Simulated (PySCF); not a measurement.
Point groups of optimised structures. Method: PySCF, PBE0-D3(BJ)/def2-SVP geometry optimisation, gas phase, def2 core potentials past Kr. The symmetry is that of the one conformer found, every atom within 0.08 Å of its image; none is proved a minimum here.

(1) hypoiodous acid (`OI`): symmetry, top, dipole?

(2) What symmetry has `CC(C)(C)Br`?

(3) `[CH3:1][CH2:2][CH2:3][Br:4]` with C1–C2–C3–Br4 180° (n-propyl bromide): symmetry, top, dipole?

(4) `[OH:1][CH:2]1[CH2:3][CH2:4][CH2:5][CH2:6][CH2:7]1` with H–O1–C2–C3 -63°, O1–C2–C3–C4 180°, C2–C3–C4–C5 -55°, C3–C4–C5–C6 55°, C4–C5–C6–C7 -55°: symmetry, top, dipole?

(5) Point group, rotor type and polarity of `[cH:1]1[cH:2][cH:3][c:4]2[se:5][cH:6][cH:7][c:8]2[cH:9]1`?

(6) What symmetry has `[HgH]` [radical]?

Answers

(1) Cs; near-prolate asymmetric top; symmetry number 1; 2 operations, which sort the 3 atoms into 3 sets; dipole 1.67 D, in the ab plane, which is the mirror.

(2) C3v; prolate symmetric top; symmetry number 3; 6 operations, which sort the 14 atoms into 5 sets; dipole 2.23 D, along the axis; A, B, C = 4546, 2042, 2042 MHz.

(3) Cs; near-prolate asymmetric top; symmetry number 1; 2 operations, which sort the 11 atoms into 8 sets; dipole 2.09 D, in the ab plane, which is the mirror.

(4) Cs; asymmetric top; symmetry number 1; 2 operations, which sort the 19 atoms into 13 sets; dipole 1.64 D, in the ac plane, which is the mirror.

(5) Cs; asymmetric top; symmetry number 1; 2 operations, which sort the 15 atoms into 15 sets; dipole 0.43 D, in the ab plane, which is the mirror; A, B, C = 2709, 943.6, 699.9 MHz; heavy atoms equivalent by symmetry: none.

(6) C∞v; linear; symmetry number 1; dipole 0.38 D, along the axis.
